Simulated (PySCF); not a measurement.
**Steps of a relaxation of [HfOF3]−**

[HfOF3]− (singlet). PySCF 2.14.0, RKS PBE, Hf def2-SVP with ECP60, O def2-SVP, F def2-SVP; non-relativistic Hamiltonian with scalar-relativistic core potentials where named; density fitting; no spin-orbit coupling. Origin of the start: displaced along the imaginary mode. Columns: position (Å) and force (eV/Å). Energies are counted from the last step; some of the 17 steps are shown. Forces carry noise of the integration grid, about 0.01 to 0.03 eV/Å.

Run from Python with OMP_NUM_THREADS=2. Where DIIS fails, smearing, a level shift and second-order steps follow.
It took 44 s on 2 threads of Arm Neoverse V1 (shared host), from the converged density of the start.

```xyz
5
step 0  E = 2.393 eV
Hf    0.0784    0.0000   -0.0169     0.28    0.00   -0.22
O     1.9158    0.0000    0.2500    -0.84    0.00    0.43
F    -0.1693    1.9872   -0.1332     0.03   -0.12   -0.37
F    -2.0166    0.0000    0.2161     0.52    0.00    0.52
F    -0.1693   -1.9872   -0.1332     0.03    0.12   -0.37
```

```xyz
5
step 5  E = 0.225 eV
Hf   -0.0072    0.0000    0.0714    -0.65    0.00   -2.82
O     1.5314    0.0000    0.9717     1.21    0.00    1.28
F    -0.0959    1.7629   -0.9522     0.05   -0.86    0.32
F    -1.6934    0.0000    1.0440    -0.65    0.00    0.91
F    -0.0959   -1.7629   -0.9522     0.05    0.86    0.32
```

```xyz
5
step 11  E = 0.003 eV
Hf   -0.0630    0.0000    0.0521    -0.14    0.00   -0.10
O     1.4223    0.0000    1.0981     0.18    0.00    0.01
F    -0.0442    1.6117   -1.1208    -0.02   -0.09    0.06
F    -1.6320    0.0000    1.2741     0.00    0.00   -0.03
F    -0.0442   -1.6117   -1.1208    -0.02    0.09    0.06
```

**Question.** Where does the relaxation end?

**Answer.** It converges at step 16 in Cs, nearly C3v:
```xyz
5
step 16  E = 0
Hf   -0.0598    0.0000    0.0614
O     1.4442    0.0000    1.0899
F    -0.0486    1.6027   -1.1134
F    -1.6483    0.0000    1.2583
F    -0.0486   -1.6027   -1.1134
```

**Question.** How did the contacts change?

**Answer.** 
```csv
contact,start (Å),end (Å)
Hf1–O2 (O),1.857,1.822
Hf1–F3 (F),2.006,1.987
Hf1–F4 (F),2.108,1.989
Hf1–F5 (F),2.006,1.987
```
